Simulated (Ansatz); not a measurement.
## Counterpoise correction, worked out

The pair of HCl (SMILES Cl, atoms 1–2) and H₂ (SMILES [H][H], atoms 3–4), both closed shells, in one local arrangement (a lower one may exist), relaxed at PBE0-D4/def2-TZVP:

```json
{"atom": "Cl1", "x (Å)": "0.1172", "y (Å)": "0.6582", "z (Å)": "-1.7560"}
{"atom": "H2", "x (Å)": "-0.0319", "y (Å)": "-0.6046", "z (Å)": "-1.6162"}
{"atom": "H3", "x (Å)": "-0.0129", "y (Å)": "0.1662", "z (Å)": "1.3678"}
{"atom": "H4", "x (Å)": "-0.0724", "y (Å)": "-0.2197", "z (Å)": "2.0045"}
```

Computed with Ansatz 0.2.0 (basis: def2-TZVPPD); correlated methods freeze the cores.

CCSD(T) total energies in eV:

| system | geometry | basis functions | energy |
| --- | --- | --- | --- |
| pair | pair | all | -12558.23783 |
| HCl | as in the pair | all (partner as ghosts) | -12526.32428 |
| H₂ | as in the pair | all (partner as ghosts) | -31.90461 |
| HCl | as in the pair | its own | -12526.32005 |
| H₂ | as in the pair | its own | -31.90424 |
| HCl | free (PBE0-D4 minimum) | its own | -12526.32008 |
| H₂ | free (PBE0-D4 minimum) | its own | -31.90433 |

Q: Work out the interaction energy with and without the counterpoise correction, the superposition error, and the binding energy from the relaxed fragments.

A: Without correction: -12558.23783 − (-12526.32005) − (-31.90424) = -0.01354 eV.
With correction (each fragment in the whole basis): -12558.23783 − (-12526.32428) − (-31.90461) = -0.00894 eV = -0.21 kcal/mol.
The superposition error is the difference, 0.00460 eV: each fragment borrows its partner's functions.
Deformation from the free shapes: 0.00003 eV for HCl and 0.00009 eV for H₂.
Binding energy from relaxed fragments: -0.00894 + 0.00003 + 0.00009 = -0.00882 eV = -0.20 kcal/mol (electronic, without zero-point energy; negative means bound). For comparison, the corrected interaction energy by CCSD(T) at an estimated basis limit (MP2 extrapolated from triple and quadruple zeta, plus CCSD(T) − MP2 in triple zeta) is -0.012 eV; triple zeta with the correction binds less.

No T1 diagnostic of these runs exceeds 0.007.

For scale, one of the runs: CCSD(T)/def2-TZVPPD, 102 basis functions, launched by `ansatz run in.yaml --threads 2 --pin off --events-out ev --progress --plain --max-ram 5222MiB`. The run took about 0.75 s on 2 CPU threads of an Intel Xeon 6975P-C (shared host).
